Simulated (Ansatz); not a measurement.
Reaction (ligand exchange at a Ga–S bond): `C[S][Ga]([Cl])[Cl]` + H₂Se → `[Cl][Ga]([Cl])[SeH]` + CH₃SH

Isolated molecules relaxed with PBE0-D4/def2-TZVP in Ansatz; ΔE leaves out vibrations. CBS: MP2 limit from def2 TZ/QZ plus the TZ coupled-cluster correction, frozen cores. This one scheme is used for every species. DFT in def2-TZVPP. For Ga, Se outer-core shells are correlated without core-valence functions, which leaves a few kJ/mol of doubt a bond. Scalar relativity is left out up to krypton. Each species was taken in one conformer, which may not be the lowest.

| level | ΔE (kJ/mol) |
| --- | --- |
| r2SCANh-D4 | -14.4 |
| ωB97X-V | -14.9 |
| MP2/def2-SVP | -14.1 |
| SCS-MP2/def2-TZVPP | -16.3 |

(1) What does CCSD(T)/CBS give? (Estimate.)

Largest T1 diagnostic among the species: 0.011.

Results:

(1) Ansatz gave: -14.4 kJ/mol. The listed levels differ from it by 0.0, -0.5, 0.3, -1.9 kJ/mol.

Leaving LDA and LC-ωPBE aside and taking each functional with its dispersion term where it has one, the values, not all of them listed here, spread over 6.9 kJ/mol, from PBE-QIDH to B97M-V. LDA lies +4.3 kJ/mol from PBE without D4. In def2-TZVPP, CCSD(T) changes the Hartree–Fock value by +7.6 kJ/mol (the triples alone add +1.8 kJ/mol) and MP2 by +7.2 kJ/mol.
